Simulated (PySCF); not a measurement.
**F²⁺ (fluorine, charge +2) across methods**

[He] 2s2 2p2 3s1, high-spin 4P determinant (an excited configuration). Calculation: PySCF 2.14, in aug-cc-pwCVDZ (5s4p2d, 27 functions); no relativity, point nucleus.

```tsv
method	E (hartree)	mean ε 2s β (eV)	mean ε 2p α (eV)	mean ε 3s α (eV)	Σ⟨r²⟩ (bohr²)	⟨S²⟩
M06-L	-96.3018	-77.583	-65.261	-19.936	12.83	3.752
UHF	-96.13195	-85.229	-77.086	-22.843	12.89	3.753
PBE0	-96.2579	-79.344	-67.527	-20.911	12.79	3.751
revPBE	-96.3178	-76.851	-64.120	-20.101	12.78	3.751
PBE	-96.2442	-76.804	-64.128	-20.133	12.75	3.751
r2SCAN	-96.2914	-77.281	-65.507	-20.233	12.84	3.752
LDA	-95.6641	-76.580	-63.989	-20.178	12.74	3.751
PBEsol	-95.9542	-76.550	-63.930	-20.094	12.79	3.751
```

Q: Estimate the same row for MN15.

A: E (hartree) = -96.2465; mean ε 2s β (eV) = -80.702; mean ε 2p α (eV) = -67.992; mean ε 3s α (eV) = -20.949; Σ⟨r²⟩ (bohr²) = 12.84; ⟨S²⟩ = 3.750.

The outer electron is Rydberg-like, and this basis confines it to a smaller radius and binds it less than a complete one would.
